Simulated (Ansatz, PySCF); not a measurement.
Be(Et)(SiH3) (C2H8BeSi), SMILES C[CH2][Be][SiH3].

The structure is a stationary point at PBE0-D3(BJ)/def2-SVP. The structure was generated by enumeration; whether it is a known compound was not checked. One conformer was computed; it need not be the lowest.

Vertical ionisation energy (IE) and electron affinity (EA) in eV. Rows of orbital energies are one-electron estimates. Where ΔSCF, EOM or ADC give a negative EA the extra electron is unbound and the value depends on the basis.

| level | IE | EA |
|---|---|---|
| −ε(HOMO), −ε(LUMO), M06-2X/def2-TZVP (PySCF) | 8.51 | 0.29 |
| −ε(HOMO), −ε(LUMO), PBE/def2-TZVP (PySCF) | 6.24 | 1.81 |
| ΔSCF, PBE0/def2-SVPD (Ansatz), final states of multiplicity 2 and 2 | 9.47 | -0.34 |
| ΔSCF, PBE/def2-SVPD (Ansatz), final states of multiplicity 2 and 2 | 9.17 | -0.25 |

Problem. What vertical singlet–triplet gap does ΔSCF give with PBE0/def2-SVPD (Ansatz, a program for electronic structure) and with PBE/def2-SVPD (Ansatz)? (An estimate is asked for; the answer gives what the named calculation found.)

Solution. 4.34 and 4.08 eV (triplet above singlet where positive).
